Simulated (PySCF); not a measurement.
## Calculated data, CH4BClSi, CH7BSi2, CH3BClSi

All values are calculated (PySCF 2.14.0). Calculation on a computer-drawn molecule: the log of a Hartree-Fock and frozen-core CCSD(T) single point meant for a local Hartree-Fock minimum, with one planted fault or none, to be diagnosed. Offsets are logged minus clean, where the clean run is the same molecule without the fault. The reference is restricted for singlets and unrestricted otherwise, and also for a bond in bohr or an excited solution. Adding or removing an electron swaps singlet and doublet. The excited solution moves the top pair (singlet) or top alpha electron (doublet) to the lowest empty orbital. Highest occupied and lowest empty are orbital energies over both spins, largest force is the largest gradient component, triples share is (T) over the correlation energy, the T1 limit is 0.02 restricted and 0.045 unrestricted, electrons count all cores, a negative frequency is imaginary (commonest isotopes), and the dipole is about the centre of nuclear charge.

Common to all runs: meant multiplicity 1; meant basis cc-pV(D+d)Z; logged SCF converged yes; logged spin squared 0; possible faults no fault, one electron removed, one electron added, multiplicity raised by two, geometry at a saddle point, SCF held on an excited solution, minimal basis STO-3G, one bond length entered in bohr, all coordinates scaled.

(1) CH4BClSi

Logged structure:
```xyz
8
CH4BClSi
Si     1.8987    -2.9803    -0.7194
C      1.9872    -1.9568    -2.0817
B      0.7830    -1.0972    -2.4282
Cl     0.7892     0.0004    -3.8385
H      0.7050    -3.0624     0.1329
H      2.9876    -3.8643    -0.2719
H      2.8883    -1.9260    -2.6852
H     -0.2270    -1.1047    -1.7854
```

- meant charge: 0
- logged electrons: 46
- logged basis functions: 32
- logged highest occupied: -7.0296 eV
- logged lowest empty: 4.7409 eV
- logged largest force: 0.024674 hartree/bohr
- logged T1 diagnostic: 0.016998
- logged D1 diagnostic: 0.069431
- logged triples share: 0.025185
- logged CC converged: yes
- logged dipole magnitude: 5.6638 debye
- logged SCF stable within its kind: yes
- logged energy HF: -804.26148 hartree
- logged energy CCSD(T): -804.45946 hartree
- planted fault: minimal basis STO-3G
- HF energy offset from clean run: 5687 kcal/mol
- CCSD(T) energy offset from clean run: 5887 kcal/mol

Drawn bonds:
| atom | other atom | order |
| --- | --- | --- |
| 1 | 2 | 2 |
| 2 | 3 | 1 |
| 3 | 4 | 1 |
| 1 | 5 | 1 |
| 1 | 6 | 1 |
| 2 | 7 | 1 |
| 3 | 8 | 1 |

(2) CH4BClSi

Structure as in entry 1.

- meant charge: 0
- logged electrons: 46
- logged basis functions: 94
- logged highest occupied: -4.5021 eV
- logged lowest empty: -4.125 eV
- logged largest force: 0.17688 hartree/bohr
- logged CC converged: no
- logged dipole magnitude: 2.6359 debye
- logged SCF stable within its kind: no
- logged energy HF: -812.96141 hartree
- planted fault: SCF held on an excited solution
- HF energy offset from clean run: 227.9 kcal/mol

Drawn bonds:
| atom | other atom | order |
| --- | --- | --- |
| 1 | 2 | 2 |
| 2 | 3 | 1 |
| 3 | 4 | 1 |
| 1 | 5 | 1 |
| 1 | 6 | 1 |
| 2 | 7 | 1 |
| 3 | 8 | 1 |

Notes: CCSD not converged.

(3) CH7BSi2

Logged structure:
```xyz
11
CH7BSi2
Si     0.8955    -1.9235     0.8062
C      0.4112    -0.3035     1.0598
B     -0.5191     0.4926     0.1408
Si    -1.4359    -0.0893    -1.5945
H      0.4721    -2.7476    -0.3322
H      1.7947    -2.6477     1.7216
H      0.8068     0.1811     1.9502
H     -0.7742     1.6327     0.4484
H     -1.1734    -1.4835    -2.0445
H     -1.0177     0.8111    -2.7035
H     -2.9107     0.0493    -1.4481
```

- meant charge: 0
- logged electrons: 46
- logged basis functions: 109
- logged highest occupied: -4.6677 eV
- logged lowest empty: -4.0656 eV
- logged largest force: 0.20029 hartree/bohr
- logged CC converged: no
- logged dipole magnitude: 3.2445 debye
- logged SCF stable within its kind: no
- logged energy HF: -644.08291 hartree
- planted fault: SCF held on an excited solution
- HF energy offset from clean run: 219.2 kcal/mol

Drawn bonds:
| atom | other atom | order |
| --- | --- | --- |
| 1 | 2 | 2 |
| 2 | 3 | 1 |
| 3 | 4 | 1 |
| 1 | 5 | 1 |
| 1 | 6 | 1 |
| 2 | 7 | 1 |
| 3 | 8 | 1 |
| 4 | 9 | 1 |
| 4 | 10 | 1 |
| 4 | 11 | 1 |

Notes: CCSD not converged.

(4) CH3BClSi

Logged structure:
```xyz
7
CH3BClSi
Si    -0.6123     0.3613    -0.2377
C     -1.0655    -0.2839    -1.9543
B     -1.1512    -1.7893    -2.3158
Cl    -1.2460    -3.5309    -2.7178
H     -0.2880    -0.6455     0.9509
H     -0.5428     1.9193     0.0649
H     -1.3009     0.4949    -2.8158
```

- meant charge: 1
- logged electrons: 44
- logged basis functions: 89
- logged highest occupied: -14.648 eV
- logged lowest empty: -4.7889 eV
- logged largest force: 0.07251 hartree/bohr
- logged T1 diagnostic: 0.019934
- logged D1 diagnostic: 0.054828
- logged triples share: 0.040989
- logged CC converged: yes
- logged dipole magnitude: 4.6403 debye
- logged SCF stable within its kind: yes
- logged energy HF: -812.43361 hartree
- logged energy CCSD(T): -812.9264 hartree
- planted fault: withheld

Drawn bonds:
| atom | other atom | order |
| --- | --- | --- |
| 1 | 2 | 2 |
| 2 | 3 | 1 |
| 3 | 4 | 1 |
| 1 | 5 | 1 |
| 1 | 6 | 1 |
| 2 | 7 | 1 |

**Q.** Give the missing planted fault for CH3BClSi (entry 4).
**A.** all coordinates scaled, by +8.8 %

Further results for CH3BClSi (entry 4):

- HF energy offset from clean run: 31.8 kcal/mol
- CCSD(T) energy offset from clean run: 23.42 kcal/mol
